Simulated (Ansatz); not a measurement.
H6O2Si2, SMILES `O[SiH](O)[SiH3]`, relaxed with RKS PBE-D4/def2-SVP in Ansatz from a rough embedded geometry. The force threshold is 0.03 eV/Å; the program also tests the step.

The species carries charge 0 and has multiplicity 1.

Start:

```xyz
10

O    -0.180   -1.854   -0.510
Si    0.160   -0.285   -0.675
O     1.800   -0.212   -0.631
Si   -0.785    1.038    0.979
H     0.199   -2.370    0.200
H    -0.270    0.191   -2.029
H     2.284   -0.393   -1.462
H    -0.405    0.500    2.317
H    -2.350    0.944    0.907
H    -0.452    2.440    0.904
```

(1) How much energy does the relaxation release, and in how many steps? (An estimate is asked.)

(2) Which bonds change most? (An estimate is asked.)

(3) Give the relaxed structure. (Best estimate.)

Results:

(1) Ansatz gave: 31.95 kJ/mol, in 7 steps, 1 of them rejected.

(2) Computed: O1–Si2 from 1.614 to 1.685 Å; Si4–H9 from 1.569 to 1.506 Å; Si4–H10 from 1.443 to 1.505 Å; Si2–O3 from 1.642 to 1.684 Å.

(3) Computed: 
```xyz
10

O    -0.219   -1.914   -0.597
Si    0.178   -0.283   -0.752
O     1.829    0.015   -0.609
Si   -0.777    0.987    0.983
H    -0.059   -2.284    0.289
H    -0.334    0.060   -2.123
H     2.375   -0.344   -1.333
H    -0.297    0.460    2.311
H    -2.278    0.855    0.948
H    -0.419    2.446    0.884
```
